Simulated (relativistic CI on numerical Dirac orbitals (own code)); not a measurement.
**Mg6+: calculation against measurement**

Calculated at this level of theory: Dirac-Coulomb-Breit CI, KLI orbitals optimised for each configuration, a model potential for QED, unscaled Slater integrals (own radial code, finite nucleus).

CI space (outside the closed core 1s2): 2s2.2p2, 2s.2p3, 2p4, 2s2.2p.3s, 2s2.2p.3p, 2p3.3s, 2s2.2p.3d, 2p3.3p, 2p3.3d, 2s.2p2.3s, 2s.2p2.3p, 2s.2p2.3d, 2s2.2p.4s, 2s2.2p.4p, 2s2.2p.4d, 2s2.2p.4f. Levels of other configurations are missing.

```
Configuration  Term (tabulated)  J  Measured (cm⁻¹)  Computed   Error  Purity (%)
      2s2.2p2                3P  0              0.0         0       0          98
      2s2.2p2                3P  1           1107.0      1100      -7          98
      2s2.2p2                3P  2           2924.0      2898     -26          98
      2s2.2p2                1D  2          40948.0     43847    2899          98
      2s2.2p2                1S  0          85153.0     85425     272          95
       2s.2p3               5S°  2         118100.0    109854   -8246         100
       2s.2p3               3D°  3         232853.0    235249    2396         100
       2s.2p3               3D°  2         232957.0    235370    2413          99
       2s.2p3               3D°  1         233024.0    235440    2416         100
       2s.2p3               3P°  1         274897.0    278051    3154         100
       2s.2p3               3P°  2         274904.0    278055    3151         100
       2s.2p3               3P°  0         274947.0    278108    3161         100
       2s.2p3               1D°  2         354401.0    366376   11975          99
       2s.2p3               3S°  1         362117.0    372679   10562          99
       2s.2p3               1P°  1         397153.0    409649   12496          99
          2p4                3P  2         542316.0    553203   10887          98
          2p4                3P  1         544393.0    555254   10861          98
          2p4                3P  0         545264.0    556125   10861          98
          2p4                1D  2         576280.0    592646   16366          98
          2p4                1S  0         658440.0    678556   20116          94
    2s2.2p.3s               3P°  0        1047610.0   1042236   -5374          95
    2s2.2p.3s               3P°  1        1048400.0   1043134   -5266          94
    2s2.2p.3s               3P°  2        1050890.0   1045451   -5439          95
    2s2.2p.3s               1P°  1        1061030.0   1057276   -3754          95
    2s2.2p.3p                3P  0        1123740.0   1119527   -4213          88
    2s2.2p.3p                3P  1        1124940.0   1120466   -4474          85
    2s2.2p.3p                3P  2        1125840.0   1121549   -4291          88
    2s2.2p.3d               3F°  2        1178750.0   1175648   -3102          75
    2s.2p2.3s                5P  2        1179960.0   1169225  -10735          99
    2s.2p2.3s                5P  3        1181440.0   1170689  -10751          99
    2s2.2p.3d               3D°  1        1191750.0   1189508   -2242          92
    2s2.2p.3d               3D°  2        1192170.0   1189868   -2302          86
    2s2.2p.3d               3D°  3        1193050.0   1190828   -2222          95
    2s2.2p.3d               3P°  2        1196750.0   1193875   -2875          86
    2s2.2p.3d               3P°  1        1197450.0   1194585   -2865          91
    2s2.2p.3d               3P°  0        1197850.0   1194964   -2886          95
    2s.2p2.3s                3P  0        1211160.0   1205674   -5486          91
    2s2.2p.3d               1F°  3        1211810.0   1212574     764          95
    2s.2p2.3s                3P  1        1212030.0   1206564   -5466          91
    2s2.2p.3d               1P°  1        1212800.0   1211787   -1013          95
    2s.2p2.3s                3P  2        1213670.0   1208165   -5505          91
    2s.2p2.3p               3S°  1        1235310.0   1226161   -9149          97
    2s.2p2.3p               3D°  2        1264810.0   1257639   -7171          99
    2s.2p2.3p               3D°  3        1266060.0   1258883   -7177          99
    2s.2p2.3s                3D  3        1285190.0   1286310    1120          97
    2s.2p2.3s                1D  2        1305300.0   1308742    3442          98
    2s.2p2.3d                5P  3        1322700.0   1313145   -9555          97
    2s.2p2.3d                5P  2        1323370.0   1313835   -9535          97
    2s.2p2.3d                5P  1        1323790.0   1314256   -9534          98
    2s.2p2.3d                3P  2        1324960.0   1317819   -7141          98
    2s.2p2.3d                3P  1        1326020.0   1318898   -7122          98
    2s.2p2.3d                3P  0        1326550.0   1319445   -7105          98
    2s.2p2.3d                3F  2        1333170.0   1328479   -4691         100
    2s.2p2.3d                3F  3        1334100.0   1329405   -4695         100
    2s.2p2.3d                3F  4        1335320.0   1330632   -4688         100
    2s.2p2.3d                3D  1        1350640.0   1347153   -3487          99
    2s.2p2.3d                3D  2        1350930.0   1347449   -3481          99
    2s.2p2.3d                3D  3        1351340.0   1347899   -3441          99
    2s.2p2.3d                3D  2        1422020.0   1423282    1262          96
    2s.2p2.3d                3S  1        1437260.0   1438757    1497          77
    2s.2p2.3d                1F  3        1438340.0   1425906  -12434          96
    2s2.2p.4d               3D°  2        1469540.0   1482736   13196          58
    2s2.2p.4d               3D°  3        1470410.0   1484076   13666          96
    2s2.2p.4d               3P°  2        1472130.0   1485082   12952          62
    2s2.2p.4d               1F°  3        1477420.0   1493283   15863          98
```

Measured levels from NIST levels in Kelleher and Podobedova, J. Phys. Chem. Ref. Data 37, 267 (2008); pairs were made by configuration, J and term (by order where the table uses no LS term), so strongly mixed levels may be paired wrongly.

Mean error by configuration (cm⁻¹): 2s2.2p2 784; 2s.2p3 4348; 2p4 13818; 2s2.2p.3s -4958; 2s2.2p.3p -4326; 2s2.2p.3d -2083; 2s.2p2.3s -4769; 2s.2p2.3p -7832; 2s.2p2.3d -5610; 2s2.2p.4d 13919. Over the excited levels the mean absolute error is 6198 cm⁻¹ (64 of the 66 excited levels that our extract of the source holds in range could be paired, and the others can miss by more), and the median relative error of those above 1,000 cm⁻¹ is 0.54 %.
